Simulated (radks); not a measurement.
Neutral carbon inside a hard spherical wall (all orbitals vanish at R), configuration held at [He] 2s2 2p2 and not refilled when levels cross. All-electron calculation, scalar-relativistic Kohn-Sham, r2SCAN, spin-polarised, spherical densities, finite nucleus; open shells are filled with parallel spins first; meta-GGA in the generalised Kohn-Sham scheme; Fermi nuclear charge, rms radius 2.4702 fm. Program: a radial shooting solver on a logarithmic mesh with Libxc functionals. Eigenvalues in eV for spin up, with the zero of energy where the potential of the charges vanishes at infinity; a dash marks a level that is unbound or too diffuse for the functional's potential to be trusted. A positive occupied level is held by the wall or, in an anion where self-interaction has pushed it up, behind a barrier. The pressure on the wall is -dE/dV.

R (bohr)  E (hartree)  kinetic (hartree)    e(1s)    e(2s)   e(2p)  e(3s, empty)  e(3p, empty)  pressure (GPa)
free        -37.83398             37.742  -277.16  -15.704  -6.382             -             -               0
20          -37.83398             37.742  -277.16  -15.704  -6.382             -             -        < 0.0001
15          -37.83398             37.742  -277.16  -15.704  -6.382             -             -        < 0.0001
8           -37.83377             37.744  -277.13  -15.685  -6.361         2.150         4.090          0.0110
7           -37.83311             37.750  -277.06  -15.642  -6.312         3.306         5.712          0.0607
4           -37.75285             38.179  -273.66  -13.632  -3.895        20.206        24.031            19.1
3.5         -37.65094             38.612  -270.89  -11.869  -1.835        30.768        34.050            58.1
3           -37.41001             39.487  -266.02   -8.397   2.041        49.276        50.769             190
2.5         -36.81547             41.297  -257.50   -1.092   9.619        84.000        80.602             690
